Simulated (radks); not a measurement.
Values are calculated unless marked as measured or tabulated.
Question: Species: neutral lead. Configuration: [Hg] 6p2. Level of theory: scalar-relativistic Kohn-Sham, exchange-only LDA, spin-unpolarised, spherical densities, finite nucleus; Fermi nuclear charge, rms radius 5.5012 fm (a radial shooting solver on a logarithmic mesh with Libxc functionals). Some entries of the table are withheld. Estimate them.

orbital  occ.  eigenvalue (eV)  <1/r> (bohr^-1)
1s          2        -88002.11            101.2
2s          2        -15741.36            23.77
2p          6              (1)            20.90
3s          2              (2)            8.809
3p          6              (3)            7.975
3d         10        -2483.438            7.487
4s          2        -853.0560            3.797
4p          6        -643.4790            3.413
4d         10        -400.3148            3.068
5s          2        -142.8808            1.601
4f         14        -131.6516            2.675
5p          6         -84.5802            1.368
5d         10         -19.9938            1.006
6s          2         -11.2187           0.5521
6p          2              (4)           0.3697

Answer: 
(1) 2p eigenvalue (eV): -13513.97
(2) 3s eigenvalue (eV): -3777.140
(3) 3p eigenvalue (eV): -3138.129
(4) 6p eigenvalue (eV): -2.7941
